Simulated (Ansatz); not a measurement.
Species: C6H11 (charge 0, doublet). It need not be the lowest isomer of its formula. SMILES: C(=C/[C](C)C)/C
Coordinates optimised at B3LYP-D3(BJ)/def2-TZVP (Ansatz, a first-principles code):
```xyz
17

C      1.9896    -1.2114    -0.4339
C      1.6772    -0.0108     0.4026
C      0.4647     0.6385     0.5676
C     -0.8064     0.3577     0.0848
C     -1.9254     1.3199     0.3408
C     -1.1809    -0.8511    -0.7192
H      1.4867    -1.1881    -1.4017
H      3.0629    -1.2766    -0.6175
H      1.6962    -2.1474     0.0572
H      2.5132     0.4108     0.9484
H      0.5220     1.5341     1.1814
H     -2.3617     1.6749    -0.6009
H     -2.7429     0.8402     0.8917
H     -1.5966     2.1907     0.9077
H     -1.1615    -0.6365    -1.7953
H     -0.5279    -1.7007    -0.5417
H     -2.2040    -1.1577    -0.4854
```
Charge 0, spin multiplicity 2.

Quantity: atomisation energy (electronic, to ground-state atoms), in kJ/mol. Valence correlation only, unless marked. UHF or UKS for open shells. No spin-orbit coupling. Non-relativistic. The coupled-cluster limit lacks core correlation, which all-electron functionals hold. CBS(X,Y): correlation extrapolated as X^-3; Hartree-Fock from the larger set. The bracket is a focal-point correction in the basis named.

```csv
level,program,atomisation energy (kJ/mol)
HF/6-31G*,Ansatz,5272.2
HF/cc-pVDZ,Ansatz,5200.9
PBE-D4/def2-TZVPD,Ansatz + dftd4,7081.3
PBE0-D4/def2-TZVP,Ansatz + dftd4,6993.0
```

Task: Estimate the value at RI-MP2/CBS(cc-pVTZ,cc-pVQZ)+[CCSD(T)-MP2]/cc-pVTZ as computed with Ansatz.

Result: 6909.2 kJ/mol, so PBE0-D4/def2-TZVP differs from it by 83.8 kJ/mol.
